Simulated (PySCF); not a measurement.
Ionising BeSi

PBE0; PySCF, no relativity, basis sets Be aug-cc-pVDZ, Si aug-cc-pV(D+d)Z. Neutral (UKS): triplet (π ↑↑), Re = 2.124 Å, ωe = 579 cm⁻¹, De = 1.64 eV, HOMO -5.77 eV, LUMO -3.22 eV.

BeSi⁻ (UKS): quartet (σ ↑, π ↑↑), Re = 2.167 Å, ωe = 549 cm⁻¹, De = 1.79 eV to Be + Si⁻. The energies at the minima are -303.94377 hartree for BeSi and -304.00322 for BeSi⁻.

(1) Work out the adiabatic electron affinity, without and with harmonic zero-point energies (1 hartree = 27.2114 eV, 1 eV = 8065.5 cm⁻¹), and the change of the bond length.

For an ion De counts to the pair picked by the measured ionisation energies or electron affinities, which need not be the lowest pair at this level. The highest Kohn–Sham level is positive in this anion. Much of that is self-interaction error, but it also means that the finite basis helps to hold the extra electron. States were picked by a PBE0 search and need not be the measured ground states.

Answers

(1) At PBE0: 0.05945 hartree = 1.618 eV between the minima; the zero-point term (579.0 − 549.0)/2 cm⁻¹ = +0.002 eV makes it 1.620 eV. Re changes by +4.3 pm against the neutral. The electron enters a σ orbital; the charge polarises the partner, so the anion is bound more strongly.
